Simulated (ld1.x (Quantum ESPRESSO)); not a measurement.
**As: one change to a TM potential, before and after**

ld1.x (Quantum ESPRESSO) 7.5 input, shortened:

```
&input
   title='As', zed=33., rel=1, dft='PW91', iswitch=3,
   config='[Ar] 3d10 4s2 4p2'
 /
 &inputp
   pseudotype=2, tm=.true., lloc=-1, rcloc=1.10,
   nlcc=.true., new_core_ps=.true., rcore=0.60
 /
2
4S  1  0   2.00   0.00  1.20  1.20  0.0
4P  2  1   2.00   0.00  1.30  1.30  0.0
 &test
   configts(1)='4s2 4p2'
 /
```

All-electron outer shells of the reference configuration (PW91, scalar-relativistic, ld1.x):

```
shell  level (eV)  outermost node (bohr)  outermost maximum (bohr)
   4s      -23.45                   0.73                      1.59
   4p      -13.41                   0.78                      1.90
```

Change: wave 4p (bound): rc 1.30 bohr becomes 4p (bound): rc 1.08 bohr.

Cutoffs: the cutoffs (Ry, on a coarse ladder) from which the occupation-weighted sum of valence levels, in a spherical-Bessel basis at the reference potential, stays within 10 and 1 mRy of its value at 400 Ry; they do not see the model core or the augmentation charge, which bear on the density cutoff. Errors are all-electron minus pseudo energies relative to the spin-unpolarised reference configuration.

Question: Predict the effect on cutoff, ghosts and configuration errors.

Answer: The potential gets harder (80 Ry and 180 Ry → 260 Ry and 300 Ry); the bound ghosts move from d, s to d, p, s; of the 7 tests that both files solve, the error grows in 5 and shrinks in 2 by more than 15 % and 0.3 meV (median size 6.8 → 10.4 meV). A smaller radius makes the pseudo-wave follow the all-electron one further in, where it bends more sharply, so more plane waves are needed.

```csv
quantity,base,changed
"cutoff, loose",80 Ry,260 Ry
"cutoff, tight",180 Ry,300 Ry
loose cutoff by channel (10 mRy a level),"s 50 Ry, p 60 Ry","s 50 Ry, p 230 Ry"
bound ghosts,"s, d","p, s, d"
"error for 4s2 4p3, meV [ΔE -9.21 eV]",+1.2,+0.3
"error for 4s2 4p1, meV [ΔE 18.00 eV]",-14,-19
"error for 4s2 4p0, meV [ΔE 45.81 eV]",-114,-171
"error for 4s1 4p3, meV [ΔE 10.13 eV]",-6.8,-10
"error for 4s2 4p2.5, meV [ΔE -5.63 eV]",+0.4,-0.1
"error for 4s1 4p0, meV [ΔE 96.58 eV]",-426,-509
"error for 4s1 4p4, meV [ΔE 0.24 eV]",-2.2,-8.6
```

 A true bound ghost makes a file unfit for plane-wave use even where its test errors are small: the radial tests pick states by their node count and pass the ghost by.
